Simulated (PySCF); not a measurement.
Symmetry of computed structures. Computed with PBE0/pcSseg-1 in PySCF (dipole) on a GFN2-xTB geometry, gas phase. The symmetry is that of the one conformer found, every atom within 0.08 Å of its image; none is proved a minimum here.

Task: Point group, rotor type and polarity of `[CH3:1][S:2][c:3]1[cH:4][n:5][n:6][c:7]([C:8]#[N:9])[c:10]1[CH3:11]` with C1–S2–C3–C4 0°, H–C1–S2–C3 -61° (nearest H), H–C11–C10–C7 1° (nearest H)?

Result: Cs; asymmetric top; symmetry number 1; 2 operations, which sort the 18 atoms into 16 sets; dipole 7.43 D, in the ab plane, which is the mirror.

Task: Point group, rotor type and polarity of `[CH3:1][C:2](=[S:3])[CH2:4][C@H:5]1[O:6][CH2:7][C:8](=[O:9])[SiH2:10]1` with C1–C2–C4–C5 -80°, C2–C4–C5–O6 68°, C4–C5–O6–C7 80°, C5–O6–C7–C8 40°, O6–C7–C8–O9 167°, C7–C8–Si10–C5 -7°?

Result: C1; near-prolate asymmetric top; symmetry number 1; this conformer is chiral (no improper operation); dipole 0.99 D.

Task: Point group, rotor type and polarity of `[CH3:1][CH:2]([CH3:3])[c:4]1[cH:5][cH:6][n:7][cH:8][cH:9]1` with C1–C2–C4–C5 -62° (4-isopropylpyridine)?

Result: Cs; near-prolate asymmetric top; symmetry number 1; 2 operations, which sort the 20 atoms into 16 sets; dipole 2.82 D, in the ab plane, which is the mirror; A, B, C = 3499, 1098, 1018 MHz; heavy atoms equivalent by symmetry: C1/C3.

Task: `[CH2:1]=[CH:2][CH2:3][C:4]1=[CH:5][C@H:6]([CH3:7])[SiH2:8][O:9][CH2:10]1` with C1–C2–C3–C4 122°, C2–C3–C4–C5 100°, C4–C5–C6–C7 159°, C5–C6–Si8–O9 -40°, C6–Si8–O9–C10 29°, Si8–O9–C10–C4 -1°: symmetry, top, dipole?

Result: C1; asymmetric top; symmetry number 1; this conformer is chiral (no improper operation); dipole 1.48 D.

Task: Point group, rotor type and polarity of `[CH2:1]=[C:2]([SiH3:3])/[CH:4]=[N:5]/[C:6]([CH3:7])([CH3:8])[CH3:9]` with C1–C2–C4–N5 180°, H–Si3–C2–C1 0° (nearest H)?

Result: Cs; asymmetric top; symmetry number 1; 2 operations, which sort the 24 atoms into 18 sets; dipole 2.30 D, in the ab plane, which is the mirror; heavy atoms equivalent by symmetry: C8/C9.
